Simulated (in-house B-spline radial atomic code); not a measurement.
RPA and G0W0 on PBE: Xe⁸⁺

Configuration [Kr] 4d10, mean-field start PBE. Computed with an all-electron radial atomic-structure program (B-spline basis): all electrons, scalar-relativistic (spin-free one-electron X2C), finite nucleus, each spin shell either full or empty, empty states to l = 9 with an (l + 1/2)⁻⁴ tail; G0W0 by contour deformation at full frequency.

Command:
```bash
python run_gw.py task.json out
```
Settings (radii: box in bohr, nucleus in fm):
```
Z                        54
electrons                46
configuration            [Kr] 4d10
hamiltonian              x2c
method                   pbe,pbe
lmax                     9
rms_radius               4.7859
spin_polarised           False
box_radius               7.7
intervals                66
```

Cost of the run: 4.2 s on 1 thread of Arm Neoverse N1, with other jobs on the host.

Energies (hartree):

```json
{"term": "mean-field total", "value": "-7430.46349"}
{"term": "Hartree-Fock functional on these orbitals", "value": "-7428.26135"}
{"term": "direct second order", "value": "-4.1485"}
{"term": "second-order exchange", "value": "1.1464"}
{"term": "SOSEX correction", "value": "1.0835"}
```

Question: What is the RPA correlation energy, and what remains with SOSEX?

Answer: RPA gives -3.7301 hartree (-2.21 eV per electron); RPA + SOSEX gives -2.6466, and the second-order doubles -3.002 hartree (no singles). RPA lacks exchange-type terms and so overcorrelates at short range.

Quasi-particle levels (eV):

```
level  occupied  mean field  Σx - vxc     Σc  QP weight     G0W0
   4d       yes     -167.77    -12.93      ?          ?        ?
   5s        no     -113.59      9.72  -2.42      0.984  -106.30
```

G0W0 = mean field + (Σx - vxc) + Σc, with Σc (partial-wave tail included) taken at the quasi-particle energy. Only the outer levels were computed. Levels of low weight are left out.

Question: Where does G0W0 put 4d?

Answer: At -180.59 eV, with Σc = 0.10 eV and a quasi-particle weight of 0.968. The tabulated removal energy is 179.84 ± 0.12 eV (NIST, measured); the calculation leaves out spin-orbit coupling, Breit and QED terms, and what these don't explain is the method's own error.
